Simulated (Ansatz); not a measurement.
Reaction (ligand exchange at the Si–C bond): `[SiH3]C1=C[SiH2]1` + `[NH2][SbH2]` → `[SiH3][NH][SbH2]` + `C1=C[SiH2]1`

Program: Ansatz. Geometries: PBE0-D4/def2-TZVP. ΔE: electronic, gas phase. CCSD(T)/CBS adds triple-zeta CCSD(T) − MP2 to the extrapolated MP2 energy (def2 sets, frozen cores). def2 core potentials past Kr. For Sb outer-core shells are correlated without core-valence functions, which leaves a few kJ/mol of doubt a bond.

```
            species  HF/CBS(def2) energy (Eh)
`[SiH3]C1=C[SiH2]1`                -657.09678
      `[NH2][SbH2]`                -296.05071
 `[SiH3][NH][SbH2]`                -586.19458
      `C1=C[SiH2]1`                -366.97034
```

Q: Work out ΔE.

A: ΔE = (-586.19458) + (-366.97034) − (-657.09678) − (-296.05071) = -0.01743 Eh = -45.8 kJ/mol. CCSD(T)/CBS gives -37.6 kJ/mol.

Q: What do rigid-rotor, harmonic-oscillator terms from PBE0-D4/def2-TZVP frequencies (298.15 K, 1 bar) make of the CCSD(T)/CBS value? (Estimate.)

A: Computed: ΔZPE = -1.2 kJ/mol, ΔH = -39.0 kJ/mol, ΔS = -3 J/(mol·K), ΔG = -38.1 kJ/mol.

Largest T1 diagnostic among the species: 0.013.

From BLYP to BHLYP (50 % exact exchange), in def2-TZVPP and without D4, ΔE moves by −10.9 kJ/mol. Leaving LDA and LC-ωPBE aside and taking each functional with its dispersion term where it has one, the values, not all of them listed here, spread over 15.1 kJ/mol, from BHLYP-D4 to revPBE-D4. LDA lies −6.1 kJ/mol from PBE without D4. In def2-TZVPP, CCSD(T) changes the Hartree–Fock value by +7.2 kJ/mol (the triples alone add +1.8 kJ/mol) and MP2 by +5.9 kJ/mol.
